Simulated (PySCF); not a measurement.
C3H10OSi (SMILES C[Si](C)(C)O), singlet, at a GFN2-xTB geometry. Base run: R2SCAN/6-31G run with PySCF.

Here is a job for PySCF.
```python
from pyscf import gto, scf, dft

mol = gto.M(
    atom='''
C    -0.069981    1.175807   -1.483276
Si   -0.021983    0.014594    0.029215
C    -0.820707   -1.663275   -0.356140
C     1.788383   -0.186252    0.595418
O    -0.949350    0.605455    1.245447
H     0.457019    0.750885   -2.330995
H     0.389222    2.136687   -1.266201
H    -1.092066    1.366693   -1.797122
H    -0.807709   -2.310256    0.514835
H    -0.299084   -2.175463   -1.158083
H    -1.855942   -1.541970   -0.657677
H     2.394129   -0.668889   -0.164219
H     2.249198    0.773447    0.814295
H     1.851554   -0.790786    1.495497
H    -0.769948    1.454014    1.641076
''',
    basis='6-31g',
    charge=0,
    spin=0,
    verbose=4,
)

mf = dft.RKS(mol)
mf.xc = 'r2scan'
mf.kernel()
```

Variants of this job, named by their change:

```csv
change,ΔE vs base (µEh),SCF cycles
base,0.0,10
conv_tol = 1e-7,0.0,8
diis_space = 4,0.0,10
conv_tol = 1e-6,0.1,7
level_shift = 0.1 (with mf.max_cycle = 100),0.0,10
level_shift = 0.5 (with mf.max_cycle = 100),0.0,14
init_guess = sap,0.0,11
solver = newton; init_guess = 1e,0.0,-
diis_space = 20,0.0,10
diis = off; damp = 0.6 (with mf.diis_start_cycle = 200; with mf.max_cycle = 150),0.0,16
init_guess = 1e,0.0,13
level_shift = 0.3 (with mf.max_cycle = 100),0.0,12
init_guess = atom,0.0,10
```
